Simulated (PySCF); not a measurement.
## Two-component Hartree-Fock for Re (rhenium, neutral)

Start: [Xe] 4f14 5d5 6s2; 5d3/2 filled at m_j = -3/2, -1/2, +1/2, +3/2; 5d5/2 filled at m_j = +5/2. Calculated with PySCF 2.14 in x2c-SVPall-2c (7s9p9d2f, 93 functions): generalised Hartree-Fock with the X2C-1e Hamiltonian and a Gaussian nucleus; one run each with spin-orbit coupling (SO) switched off, then screened by Boettger's factors.

| spinor shell | electrons | ε, spin-free (eV) | ε, screened SO (eV) | weight of nominal j (screened SO) | rms radius, screened SO (bohr) |
| --- | --- | --- | --- | --- | --- |
| 1s1/2 | 2 | -72063.6 | -72040.8 | 1.000 | 0.0204 |
| 2s1/2 | 2 | -12638.2 | -12631.1 | 1.000 | 0.0824 |
| 2p1/2 | 2 | -11034.9 | -12065.2 | 1.000 | 0.0700 |
| 2p3/2 | 4 | -11034.9 | -10619.5 | 1.000 | 0.0775 |
| 3s1/2 | 2 | -2989.6 | -2987.2 | 1.000 | 0.210 |
| 3p1/2 | 2 | -2508.7 | -2735.1 | 1.000 | 0.202 |
| 3p3/2 | 4 | -2508.7 | -2415.7 | 1.000 | 0.217 |
| 3d3/2 | 4 | -1956.6 | -1996.1 | 1.000 | 0.192 |
| 3d5/2 | 6 | -1956.6 | -1927.9 | 1.000 | 0.196 |
| 4s1/2 | 2 | -657.24 | -656.49 | 1.000 | 0.468 |
| 4p1/2 | 2 | -496.64 | -549.89 | 1.000 | 0.476 |
| 4p3/2 | 4 | -496.64 | -474.58 | 1.000 | 0.509 |
| 4d3/2 | 4 | -291.01 | -299.09 | 0.999 | 0.532 |
| 5s1/2 | 2 | -100.87 | -100.73 | 1.000 | 1.12 |
| 5p1/2 | 2 | -57.452 | -66.689 | 0.914 | 1.28 |
| 4f5/2 | 6 | -60.272 | -61.427 | 0.981 | 0.638 |
| 4f7/2 | 8 | -60.272 | -58.807 | 0.986 | 0.638 |
| 5p3/2 | 4 | -57.452 | -53.362 | 0.957 | 1.31 |
| 5d3/2 | 4 | -12.088 | -12.187 | 0.610 | 1.99 |
| 5d5/2 | 1 | -12.088 | -11.522 | 1.000 | 2.05 |
| 6s1/2 | 2 | -7.540 | -7.534 | 1.000 | 3.59 |

Problem. Where does 4d5/2 lie, and what is the 4d spin-orbit splitting (screened SO)?

Solution. At -284.88 eV, 14.209 eV above 4d3/2.

```json
{"quantity": "E (hartree)", "spin-free": "-16679.14817", "screened SO": "-16699.72809"}
{"quantity": "M_J", "spin-free": "5/2", "screened SO": "5/2"}
{"quantity": "⟨J²⟩", "spin-free": "8.801", "screened SO": "8.801"}
{"quantity": "⟨L²⟩", "spin-free": "0.000", "screened SO": "0.236"}
{"quantity": "⟨S²⟩", "spin-free": "8.801", "screened SO": "8.601"}
```

Each row is a mean over spinors that exchange with the open shell spreads, by up to 8.110 eV (5p3/2).

Rows whose weight is well below 1 are mixtures of j = l ± 1/2: exchange outweighs spin-orbit coupling there, and the label is only the starting occupation.

⟨J²⟩ departs a little from M_J(M_J + 1) because the unrestricted spinors polarise the closed shells.

Breit and QED terms are absent; they matter most for the inner s and p1/2 levels.

Densities and radii are taken from the X2C orbitals without a picture-change correction, which distorts them close to the nucleus.

Without spin-orbit coupling the j labels of p, d and f shells carry no meaning; the spin-free column gives the mean over the occupied spinors of each nl shell.
